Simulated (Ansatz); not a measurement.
Correlation energies of `ClC[SiH]1CC1` by basis set

| atom | x (Å) | y (Å) | z (Å) |
| --- | --- | --- | --- |
| Cl1 | 0.634 | -2.732 | -1.323 |
| C2 | -0.580 | -1.570 | -0.708 |
| Si3 | 0.201 | -0.405 | 0.534 |
| C4 | -0.464 | 1.311 | 0.664 |
| C5 | 0.903 | 1.187 | -0.057 |
| H6 | -0.971 | -1.016 | -1.562 |
| H7 | -1.393 | -2.154 | -0.275 |
| H8 | 0.767 | -1.080 | 1.719 |
| H9 | -0.455 | 1.817 | 1.624 |
| H10 | -1.304 | 1.615 | 0.047 |
| H11 | 1.756 | 1.621 | 0.456 |
| H12 | 0.905 | 1.405 | -1.120 |

Total charge 0; spin multiplicity 1. All single points use the PBE0-D4/def2-TZVP geometry. It is one conformer, not always the lowest. Frozen core, restricted reference, Ansatz. CBS rows extrapolate triple and quadruple zeta; past MP2 they add the triple-zeta difference.

```tsv
basis	HF (Eh)	MP2 corr.	CCSD corr.	(T)	CCSD(T) total
def2-SVP	?	-0.65113	-0.71236	-0.02189	?
def2-TZVPP	-866.13672	?	-0.88178	-0.03835	?
def2-QZVPP	-866.16391	-0.88563	–	–	–
CBS(def2)	?	?	-0.98750	as TZ	?
```

**Question.** Fill in the withheld values. (An estimate is asked.)

**Answer.** The calculation gave: def2-SVP HF (Eh): -865.74231; def2-SVP CCSD(T) total: -866.47656; def2-TZVPP MP2 corr.: -0.82489; def2-TZVPP CCSD(T) total: -867.05685; CBS(def2) HF (Eh): -866.16766; CBS(def2) MP2 corr.: -0.93061; CBS(def2) CCSD(T) total: -867.19351.
